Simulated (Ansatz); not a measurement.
A made-up structure of Si$_{2}$HF$_{2}$ (charge +1), singlet:

```
5
angstrom
F 1.5121 0.2685 0.9954
Si 0.2504 -0.3415 0.3088
F 0.1028 -1.8187 -0.1736
Si -1.3746 0.8558 0.1275
H -0.4908 1.0359 -1.2580
```

It is relaxed with PBE-D4/def2-SVP and then PBE0-D4/def2-TZVP (Ansatz 0.2.0). Atoms count as bonded within 1.22 times the sum of their covalent radii (H–H: 0.88 Å). The end point is not checked to be a true minimum.

Q: Does its bonding change? (A judgement: the text doesn't fix the answer.)

A: By the calculation: No: no bond forms or breaks.

Where it ends: The first stage lowers the energy by 1.16 eV in 11 steps. It ends as Si₂HF₂ ([F][Si]([F])[SiH]), total charge +1:
```xyz
5
angstrom
F 1.6400 0.0082 1.0618
Si 0.3341 -0.4188 0.3453
F 0.3355 -1.9246 -0.0206
Si -1.5540 1.0745 -0.0460
H -0.7555 1.2606 -1.3405
```

Labels in which every atom is bracketed show which atoms are joined, not bond orders.

For scale, one of the runs: PBE0-D4/def2-TZVP relaxation, 142 basis functions, launched by `ansatz run in.yaml --threads 2 --pin off --events-out ev --progress --plain --max-ram 4352MiB`. The run took about 21 s on 2 CPU threads of an Intel Xeon 6975P-C (shared host).
